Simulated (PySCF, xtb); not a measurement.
BF₂, SMILES F[B]F (connectivity only; charge and spin as stated), charge +1, multiplicity 1.

Harmonic wavenumbers (cm⁻¹) from xtb with GFN2-xTB at its own minimum, in rising order: 360, 360, 1050, 2159.

Problem. What does PySCF with ωB97X-D3(BJ)/def2-TZVP give at its own minimum? (An estimate is asked for; the answer gives what the named calculation found.)

Solution. 459, 459, 1028, 2077. Paired by order, the mean absolute difference is 75 cm⁻¹ and the zero-point energies are 5.6 and 5.8 kcal/mol.
